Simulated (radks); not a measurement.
Valence configurations of the ruthenium ion Ru2+ (all share [Kr]). Method: Dirac Kohn-Sham, LDA (Slater exchange, Perdew-Wang correlation), spin-unpolarised, spherical densities, point nucleus; open shells are shared between the two j in proportion to 2j + 1; computed with a radial shooting solver on a logarithmic mesh with Libxc functionals. Energies are relative to 4d6; eigenvalues in eV.

valence          E (eV)  e(4d3/2)  e(4d5/2)  e(5p1/2)  e(5p3/2)  e(5s1/2)
4d6               0.000   -24.601   -24.224         -         -         -
4d5.5 5s0.5       2.696   -26.276   -25.886         -         -   -20.234
4d5 5s1           5.822   -27.988   -27.583         -         -   -21.036
4d5 5p1          11.919   -29.095   -28.686   -15.917   -15.499         -
4d4.5 5s0.5 5p1  15.701   -30.832   -30.409   -16.490   -16.049   -22.521
4d4 5s1 5p1      19.984   -32.607   -32.169   -17.050   -16.584   -23.260
4d4 5s0.5 5p1.5  23.256   -33.134   -32.693   -17.336   -16.865   -23.588
4d4 5p2          26.551   -33.652   -33.210   -17.612   -17.135         -
4d3 5s2 5p1      30.146   -36.262   -35.793   -18.141   -17.626   -24.714
4d3.5 5s0.5 5p2  31.557   -35.449   -34.992   -18.147   -17.645   -24.623

NIST lists [Kr] 4d6 as the ground configuration; this level of theory agrees among the configurations tried. The energies are those of spherical spin-averaged densities, not of single terms.
